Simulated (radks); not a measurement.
The numbers below are computed, except where a source is named.
Q: The mean radii <r> (bohr) of the occupied orbitals of an atom or ion are listed with their occupations. Level of theory: Dirac Kohn-Sham, BLYP, spin-unpolarised, spherical densities, finite nucleus; Fermi nuclear charge, rms radius of each element as measured or else 0.836 A^(1/3) + 0.57 fm (a radial shooting solver on a logarithmic mesh with Libxc functionals).

orbital  occ.      <r>
1s1/2       2  0.02842
2s1/2       2   0.1222
2p1/2       2   0.1032
2p3/2       4   0.1087
3s1/2       2   0.3303
3p1/2       2   0.3208
3p3/2       4   0.3322
3d3/2       4   0.3033
3d5/2       6   0.3068
4s1/2       2   0.7866
4p1/2       2   0.8259
4p3/2       4   0.8541
4d3/2       4   0.9932
4d5/2       5    1.005
5s1/2       1    2.007
5p1/2       2    2.318
5p3/2       1    2.397

Name the element and its charge. Open shells, if any, fill j = l - 1/2 first.

A: Z = 51, antimony, charge +2: Sb2+ in [Kr] 4d9 5s1 5p3. The 1s radius gives Z: for a bare nucleus <r> = (2 gamma + 1)/(2Z) with gamma = sqrt(1 - (Z/c)^2), 0.028 bohr for Z = 51, and screening makes it slightly larger (0.02842 here). The occupations add up to 49, and the charge is Z minus that.
